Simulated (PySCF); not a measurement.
CaPb⁻ at M06-2X

Level: M06-2X. PySCF, scalar-relativistic core potentials, basis sets Ca def2-SVPD, Pb def2-SVPD with ECP60.

```json
{"state": "⁴Σ⁻ (quartet), unpaired electrons σ ↑, π ↑↑", "bond length": "3.251 Å", "harmonic wavenumber": "128 cm⁻¹", "force constant": "0.321 mdyn/Å", "rotational constant Be": "0.04759 cm⁻¹", "anharmonicity ωexe": "0.499 cm⁻¹", "vibration–rotation constant αe": "0.000260 cm⁻¹", "well depth De to Ca + Pb⁻": "1.28 eV", "dissociation energy D0": "1.27 eV", "bond order (Mayer)": "0.82", "dipole moment (positive dipole points towards Pb; it is taken about the centre of mass and depends on that origin)": "6.34 D"}
```

These are scalar-relativistic numbers at best; spin–orbit coupling would shift them, the dissociation energy most. For an ion De counts to the pair picked by the measured ionisation energies or electron affinities, which need not be the lowest pair at this level. The state is the lowest determinant that a PBE0 search found; another state may lie lower at other levels.
